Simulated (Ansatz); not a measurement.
Program: Ansatz. Geometries: PBE0-D4/def2-TZVP. ΔE: electronic, gas phase. CCSD(T)/CBS is the MP2 limit (def2-TZVPP, def2-QZVPP) plus CCSD(T) − MP2 in def2-TZVPP, frozen cores. This one scheme is used for every species. DFT in def2-TZVPP. Each species was taken in one conformer, which may not be the lowest.

Consider the formal exchange of groups at the Si–O bond: `CN[SiH](F)OC` + CH₄ → `CN[SiH](C)F` + CH₃OH.

```json
{"level": "BLYP-D4", "ΔE (kJ/mol)": "115.9"}
{"level": "BHLYP-D4", "ΔE (kJ/mol)": "124.0"}
{"level": "BHLYP", "ΔE (kJ/mol)": "123.3"}
{"level": "MP2/def2-QZVPP", "ΔE (kJ/mol)": "117.2"}
```

(1) What does CCSD(T)/CBS give? (Estimate.)

Largest T1 diagnostic among the species: 0.011.

## Answers

(1) Computed: +114.8 kJ/mol. The listed levels differ from it by 1.1, 9.2, 8.5, 2.4 kJ/mol.

From BLYP to BHLYP (50 % exact exchange), in def2-TZVPP and without D4, ΔE moves by +8.5 kJ/mol. In def2-TZVPP, CCSD(T) changes the Hartree–Fock value by −13.7 kJ/mol (the triples alone add −1.3 kJ/mol) and MP2 by −12.2 kJ/mol.
